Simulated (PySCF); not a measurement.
disilanyl(ethenyl)silane (C2H10Si3), SMILES C=C[SiH2][SiH2][SiH3]. Coordinates come from a B3LYP-D3(BJ)/def2-SVP optimisation. The values are those of a single conformer.

Computed equilibrium geometry at B3LYP-D3(BJ)/def2-SVP (PySCF confirms it by a frequency run) as Cartesian coordinates in Å (one conformer of several):
```xyz
15

C     -2.6350    -0.3641    -0.9409
C     -1.9937     0.5745    -0.2302
Si    -0.9384     0.2058     1.2762
Si     1.3208     0.4931     0.6775
Si     1.6883    -0.7138    -1.3076
H     -2.6147    -1.4217    -0.6541
H     -3.2103    -0.1206    -1.8413
H     -2.0528     1.6153    -0.5769
H     -1.3031     1.0966     2.4191
H     -1.1514    -1.2175     1.6771
H      1.6138     1.9401     0.4361
H      2.2325     0.0062     1.7582
H      1.2137    -2.1194    -1.1338
H      0.9193    -0.0893    -2.4235
H      3.1345    -0.7422    -1.6787
```
